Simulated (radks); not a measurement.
Results of a calculation; reference values are marked as such.
Numerical settings for the terbium ion Tb7+, [Kr] 4d10 4f7 5s2 5p3. Level of theory: scalar-relativistic Kohn-Sham, PBEsol, spin-polarised, spherical densities, finite nucleus; open shells are filled with parallel spins first (spin-orbit coupling, left out, can overturn this in heavy ions); Fermi nuclear charge, rms radius 5.06 fm (a radial shooting solver on a logarithmic mesh with Libxc functionals). The defaults (mesh step 0.008 in ln r, mesh end at 40 bohr or more with all orbitals vanishing there, Anderson mixing 0.5 over 9 steps, residual threshold near 1e-9 with the energy settled to 1e-9 hartree or 1e-11 of itself, here a cap of 100 iterations) give E = -11691.5356 hartree and 4f at -109.05 eV in 14 iterations. Run on one thread of a shared host, so times are rough (Arm Neoverse N1): 0.29 s of CPU time, 0.29 s wall, 14 iterations on 2189 mesh points. Changes against that run (0 stands for a change within the tolerance of the run):

setting                     iterations  converged  E (mhartree)  e(4f) (meV)  CPU (s)
mesh step in ln r 0.08               2         no      diverged            -     0.02
mesh step in ln r 0.012             14        yes             0            0     0.21
mesh step in ln r 0.005             14        yes             0            0     0.46
mesh end (bohr) 8                   14        yes             0            0     0.29
mesh end (bohr) 20                  14        yes             0            0     0.29
residual threshold 0.001            10        yes             0        -1.74     0.23
residual threshold 1e-05            12        yes             0       +0.127     0.26
mixing 1.5                          15        yes             0            0      0.3
linear mixing, mixing 0.8           66        yes             0            0      1.1
linear mixing, mixing 0.05         100         no         -1.88         -173      1.8
mixing history 20                   21        yes             0            0     0.39
iteration cap 3                      3         no          +315     +2.5e+03     0.08

No run marked as converged misses the energy by more than 1 mhartree. A mesh that ends early acts as a hard wall.
